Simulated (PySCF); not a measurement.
Species: CH7FGeSi.
SMILES with atom numbers: `[F:1][CH2:2][SiH2:3][GeH3:4]` (hydrogens: H5, H6 on C2; H7, H8 on Si3; H9, H10, H11 on Ge4)

Cartesian coordinates in Å at the PBE0-D3(BJ)/def2-SVP level; atoms count from 1:
```xyz
11
CH7FGeSi angstrom
F     -0.806   -1.837    0.522
C     -1.417   -0.626    0.252
Si    -0.102    0.684   -0.245
Ge     2.008   -0.371    0.064
H     -2.153   -0.776   -0.557
H     -1.973   -0.302    1.148
H     -0.297    1.107   -1.667
H     -0.241    1.900    0.617
H      2.159   -0.830    1.524
H      3.153    0.607   -0.262
H      2.129   -1.591   -0.863
```

IAO charges (e) from the PBE0/pcSseg-1 density (PySCF), one withheld:

```tsv
atom	bonded to	charge
F1	C2	-0.3176
C2	F1 Si3 H5 H6	?
Si3	C2 Ge4 H7 H8	+0.4506
Ge4	Si3 H9 H10 H11	+0.1883
H5	C2	+0.1486
H6	C2	+0.1481
H7	Si3	-0.1002
H8	Si3	-0.1004
H9	Ge4	-0.0621
H10	Ge4	-0.0724
H11	Ge4	-0.0610
```

(1) What is the charge on C2?

(2) Add each hydrogen's charge to the atom that carries it.

(3) Across which bond do the charges differ most?

(4) Take the bonds between elements whose Pauling electronegativities differ by more than 0.25. In how many does the more electronegative atom carry the lower charge?

(5) How much positive and how much negative charge does this set hold in all?

Answers

(1) The charges add up to the total charge, 0. The others sum to +0.2219, which leaves -0.2219 e for C2 (sp3 C–F carbon); the computed value is -0.2220, the difference coming from rounding.

(2) C2 +0.0747, Si3 +0.2500, Ge4 -0.0072. Atoms without hydrogen keep their charges.

(3) Si3–C2: +0.4506 on Si3 against -0.2220 on C2, a difference of 0.6726 e. The lower charge is on the more electronegative element of the two (Pauling values: C 2.55, Si 1.90).

(4) In 6 of 6.

(5) +0.9356 e on 4 atoms and -0.9357 e on 7.

The IAO scheme projects the occupied orbitals on a minimal set of polarised atomic orbitals and counts the electrons in each atom's part of it. One conformer (not necessarily the lowest) at the PBE0-D3(BJ)/def2-SVP geometry, without solvent, vibrations or thermal averaging. The calculation is non-relativistic, for germanium too.

The run behind these numbers computed NMR shieldings as well. Time: 12 s of wall time. Hardware: one thread of an Arm Neoverse V1 (shared host).
